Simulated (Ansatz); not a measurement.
Reaction (cleavage of the Si–Si bond): `N[SiH](F)[SiH2]F` + H₂S → `N[SiH](F)S` + `F[SiH3]`

Gas-phase electronic energies from Ansatz, PBE0-D4/def2-TZVP geometries. CCSD(T)/CBS adds triple-zeta CCSD(T) − MP2 to the extrapolated MP2 energy (def2 sets, frozen cores). This one scheme is used for every species. Functionals use def2-TZVPP. One conformer a species, not always the lowest.

Is it downhill or uphill in electronic energy at CCSD(T)/CBS, and by how much? (Estimate.)

The calculation gave: Downhill: ΔE = -86.5 kJ/mol.

What do these levels give: r2SCAN-D4, PBE0-D4, B2PLYP, PBE, HF/def2-TZVPP, MP2/def2-TZVPP, CCSD(T)/def2-TZVPP, HF/def2-QZVPP, MP2/def2-QZVPP, SCS-MP2/def2-QZVPP, MP2/CBS(def2), CCSD/CBS(def2)? (Estimate.)

Computed: r2SCAN-D4 -85.2, PBE0-D4 -78.5, B2PLYP -87.0, PBE -73.3, HF/def2-TZVPP -93.9, MP2/def2-TZVPP -95.9, CCSD(T)/def2-TZVPP -85.6, HF/def2-QZVPP -94.0, MP2/def2-QZVPP -96.4, SCS-MP2/def2-QZVPP -93.7, MP2/CBS(def2) -96.8, CCSD/CBS(def2) -86.6 kJ/mol.

Largest T1 diagnostic among the species: 0.012.

From PBE to PBE0 (25 % exact exchange), in def2-TZVPP and without D4, ΔE moves by −6.0 kJ/mol.
